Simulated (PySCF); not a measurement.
propene (C₃H₆), singlet, at a GFN2-xTB geometry. Base run: PySCF with PBE/6-31G.

Geometry (Å):
```xyz
9

C      1.2799     0.1235     0.0092
C      0.0083     0.4749     0.0092
H      1.5809    -0.9115    -0.0093
H      2.0746     0.8497     0.0275
H     -0.2666     1.5221     0.0281
C     -1.1357    -0.4824    -0.0154
H     -0.7838    -1.5109    -0.0334
H     -1.7644    -0.3396     0.8633
H     -1.7551    -0.3055    -0.8945
```
Charge 0, spin multiplicity 1.
All else is at PySCF's defaults.

The base run was repeated with changes; each row names its change, and settings that it needs were set with it.

| change | basis functions | E (Eh) | HOMO (eV) | HOMO-LUMO gap (eV) | dipole (D) |
|---|---|---|---|---|---|
| base | 39 | -117.70600 | -5.93 | 5.97 | 0.41 |
| basis = jorge-DZP-DKH; relativity = spin-free X2C; nucleus = Gaussian (with mol.nucmod = 'G') | 75 | -117.77434 | -6.13 | 5.74 | 0.46 |
| basis = cc-pVDZ-DK; relativity = spin-free X2C | 72 | -117.77768 | -6.08 | 5.82 | 0.43 |
| basis = cc-pVDZ-DK; relativity = none | 72 | -117.73110 | -6.08 | 5.82 | 0.43 |
| basis = x2c-SVPall; relativity = none | 72 | -117.64503 | -6.14 | 5.83 | 0.43 |
| basis = x2c-SVPall; relativity = spin-free X2C; nucleus = Gaussian (with mol.nucmod = 'G') | 72 | -117.68844 | -6.14 | 5.82 | 0.43 |
| basis = x2c-SVPall; relativity = spin-free X2C | 72 | -117.68845 | -6.14 | 5.82 | 0.43 |
| basis = cc-pVDZ-DK; relativity = spin-free X2C; nucleus = Gaussian (with mol.nucmod = 'G') | 72 | -117.77767 | -6.08 | 5.82 | 0.43 |
| basis = jorge-DZP-DKH; relativity = spin-free X2C | 75 | -117.77435 | -6.13 | 5.74 | 0.46 |
| basis = jorge-DZP-DKH; relativity = none | 75 | -117.72851 | -6.14 | 5.74 | 0.46 |

Total energies compare only within one method and basis.

Basis sets contracted for a relativistic Hamiltonian are a mismatch without it, so the rows without relativity aren't non-relativistic limits. No row has spin-orbit coupling; sets with core potentials leave out the core electrons.
